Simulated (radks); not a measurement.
Values are calculated unless marked as measured or tabulated.
Neutral silicon inside a hard spherical wall (all orbitals vanish at R), configuration held at [Ne] 3s2 3p2 and not refilled when levels cross. Code: a radial shooting solver on a logarithmic mesh with Libxc functionals. Model: scalar-relativistic Kohn-Sham, r2SCAN, spin-polarised, spherical densities, finite nucleus; open shells are filled with parallel spins first; meta-GGA in the generalised Kohn-Sham scheme; Fermi nuclear charge, rms radius 3.1224 fm. Eigenvalues in eV for spin up, with the zero of energy where the potential of the charges vanishes at infinity; a dash marks a level that is unbound or too diffuse for the functional's potential to be trusted. A positive occupied level is held by the wall or, in an anion where self-interaction has pushed it up, behind a barrier. The pressure on the wall is -dE/dV.

\begin{tabular}{lrrrrrrrrr}
R (bohr) & E (hartree) & kinetic (hartree) & e(2s) & e(2p) & e(3s) & e(3p) & e(4s, empty) & e(4p, empty) & pressure (GPa) \\ \hline
free & -289.98054 & 290.713 & -143.32 & -97.540 & -11.963 & -4.836 & - & - & 0 \\
20 & -289.98054 & 290.713 & -143.32 & -97.540 & -11.963 & -4.836 & - & - & < 0.0001 \\
12 & -289.98052 & 290.713 & -143.32 & -97.537 & -11.961 & -4.834 & 0.488 & 1.747 & 0.000319 \\
10 & -289.98036 & 290.715 & -143.30 & -97.518 & -11.948 & -4.821 & 1.026 & 2.834 & 0.00517 \\
8 & -289.97849 & 290.731 & -143.16 & -97.375 & -11.857 & -4.718 & 2.443 & 5.271 & 0.0918 \\
5 & -289.89352 & 291.189 & -140.45 & -94.668 & -10.205 & -2.580 & 14.057 & 20.008 & 10.7 \\
4 & -289.64992 & 292.186 & -136.20 & -90.418 & -7.182 & 1.345 & 30.218 & 37.867 & 66.8 \\
3.5 & -289.31649 & 293.339 & -132.23 & -86.452 & -3.744 & 5.662 & 46.438 & 54.979 & 182 \\
3 & -288.60396 & 295.509 & -126.16 & -80.379 & 2.838 & 13.596 & 74.433 & 83.559 & 540 \\
2.5 & -286.97962 & 299.900 & -116.71 & -70.915 & 16.668 & 29.383 & 126.43 & 134.78 & 1840 \\
2 & -282.84843 & 310.030 & -101.05 & -55.041 & 49.998 & 64.751 & 234.09 & 236.57 & 7780 \\
\end{tabular}
